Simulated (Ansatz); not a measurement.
def2 core potentials replace the inner electrons of Sn.

Cartesian coordinates (Å):
SMILES: [CH3][Sn]([OH])([OH])[OH]
```xyz
11

C      1.7775    -0.4982    -0.0339
Sn    -0.2611     0.0772     0.0120
O     -1.4763    -1.3614    -0.6035
O     -0.6401     1.6440    -1.1399
O     -0.8757     0.5725     1.8292
H      2.2624    -0.0197    -0.8951
H      2.2593    -0.1738     0.8980
H      1.8361    -1.5907    -0.1277
H     -2.0754    -1.0270    -1.2823
H     -1.1164     2.3194    -0.6415
H     -1.6838     0.0941     2.0520
```
Charge 0, multiplicity 1.

### Question
What is the computed HOMO, vertical ionisation energy (Delta-SCF), dipole moment, total energy, LUMO and HOMO–LUMO gap (Ansatz (an electronic-structure program) with PBE-D3(BJ)/def2-TZVP // PBE0-D3(BJ)/def2-SVP)?

### Answer

```yaml
HOMO: -6.78 eV
vertical ionisation energy (Delta-SCF): 9.68 eV
dipole_moment: 0.46 D
total_energy: -481.5840 Ha
LUMO: -1.85 eV
HOMO–LUMO gap: 4.93 eV
```
